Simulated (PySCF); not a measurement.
Mayer bond orders and bond lengths

Compound: C₅H₆OS.
SMILES with atom numbers: `[CH3:1][O:2][c:3]1[cH:4][cH:5][s:6][cH:7]1` (hydrogens: H8, H9, H10 on C1; H11 on C4; H12 on C5; H13 on C7)

Cartesian coordinates in Å at the PBE0-D3(BJ)/def2-SVP level; atoms count from 1:
```
atom  x, y, z in Å
C1     1.9894   -0.2633   -0.2665
O2     0.8604    0.5580   -0.3605
C3    -0.3370   -0.0424   -0.2487
C4    -1.5290    0.7439   -0.3095
C5    -2.6542   -0.0193   -0.1777
S6    -2.2860   -1.6842    0.0205
C7    -0.5919   -1.3844   -0.0727
H8     2.0100   -1.0181   -1.0734
H9     2.0295   -0.7863    0.7062
H10    2.8694    0.3853   -0.3608
H11   -1.5184    1.8254   -0.4438
H12   -3.6908    0.3141   -0.1859
H13    0.1139   -2.2074    0.0075
```

Bond orders from the PBE0/pcSseg-1 density (PySCF). Geometry: PBE0-D3(BJ)/def2-SVP, one conformer, isolated molecule.

How far do the computed orders between heavy atoms stray from the drawn ones?

The largest departure is 0.386, at S6–C7 (drawn aromatic, 1.114), counting aromatic bonds as 1.5. The bonds drawn aromatic range from 1.11 to 1.58.

Set the Mayer orders of the bonds between heavy atoms beside their lengths.

```
 bond  drawn as  length (Å)  Mayer order
C1–O2    single       1.399        0.916
O2–C3    single       1.344        1.039
C3–C4  aromatic       1.429        1.244
C4–C5  aromatic       1.366        1.579
C5–S6  aromatic       1.717        1.182
S6–C7  aromatic       1.723        1.114
C7–C3  aromatic       1.377        1.525
```

Bonds between the same two heavy elements. C–O: lowest C1–O2 (0.916, 1.399 Å), highest O2–C3 (1.039, 1.344 Å). C–C: lowest C3–C4 (1.244, 1.429 Å), highest C4–C5 (1.579, 1.366 Å). C–S: lowest S6–C7 (1.114, 1.723 Å), highest C5–S6 (1.182, 1.717 Å).

And the bonds to hydrogen?

C–H: 0.94 to 0.97 (6 bonds).

Sum the orders of all bonds at each heavy atom with more than one neighbour and set the sums beside the valence in the SMILES.

C1 3.791 (drawn 4), O2 1.955 (drawn 2), C3 3.808 (drawn 4), C4 3.789 (drawn 4), C5 3.713 (drawn 4), S6 2.296 (drawn 2), C7 3.576 (drawn 4). Orders between atoms that aren't bonded are not in these sums.

Mayer orders depend on the basis set.

These values come from a run that also computed NMR shieldings. On one thread, x86-64 server, on a shared host, this took 19 s wall.
